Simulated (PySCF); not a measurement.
Structure with atom numbers: `[CH3:1]/[N:2]=[CH:3]\[C:4]([F:5])([F:6])[Si@H:7]1[CH2:8][SiH2:9][SiH2:10]1`; H(Xn) means a hydrogen on atom n. Ha(C8), Ha(Si9), Ha(Si10) are cis to C4 on the ring; Hb(C8), Hb(Si9), Hb(Si10) are trans to C4 on the ring.

PySCF calculation with coordinates at the GFN2-xTB level and shielding tensors at PBE0/pcSseg-1 (GIAO); relativity neglected, one conformer, isolated molecule, one averaged value for each set of equivalent atoms.

Scale: ¹³C, ¹H, ²⁹Si vs TMS; ¹⁵N vs NH3; ¹⁹F against CFCl3 (reference shieldings calculated alike).

```tsv
atoms	nucleus	count	δ (ppm)
Ha(C8)	¹H	1	0.74
Si9	²⁹Si	1	-56.8
Hb(Si10)	¹H	1	4.54
C8	¹³C	1	?
F6	¹⁹F	1	-124.5
C3	¹³C	1	162.3
H(C3)	¹H	1	8.08
H(Si7)	¹H	1	?
Ha(Si10)	¹H	1	4.68
C4	¹³C	1	131.5
Hb(C8)	¹H	1	?
Ha(Si9)	¹H	1	4.75
Si10	²⁹Si	1	-71.8
C1	¹³C	1	44.8
H(C1)	¹H	3	?
Hb(Si9)	¹H	1	?
Si7	²⁹Si	1	-14.8
N2	¹⁵N	1	?
F5	¹⁹F	1	-134.0
```

Question: Fill in the missing shifts.

Answer: 
- C8: -0.8 ppm, sp3 CH2 bonded to 2 Si; an electropositive neighbour leaves it electron-rich and shielded
- H(Si7): 5.03 ppm, hydrogen on a silicon bonded to 2 C, Si, in a 4-membered ring
- Hb(Si9): 4.70 ppm, hydrogen on a silicon bonded to C, Si, in a 4-membered ring
- H(C1): 3.89 ppm, hydrogen on a methyl carbon bonded to N; its carbon carries N, hence the downfield position
- Hb(C8): 0.75 ppm, hydrogen on an sp3 CH2 bonded to 2 Si; an electropositive neighbour shields it, as in TMS itself
- N2: 400.8 ppm, imine nitrogen

Shifts are as computed. Against solution values, carbons near 30 ppm lie about +3 ppm off and those near 130 ppm about +5 ppm. Of 1211 compounds with measured shifts, 218 miss one by over three times the rms of a fit or turn the order of signals round; such compounds aren't used in these exercises. Unscaled 19F shifts against computed CFCl3 carry errors that often reach 10 to 50 ppm. Experimental scales use liquid or dissolved standards, which lie at an offset from isolated NH3 (liquid NH3: subtract about 20 ppm). Unscaled 15N shifts of sp2 nitrogen come out 20 to 40 ppm too high even then.
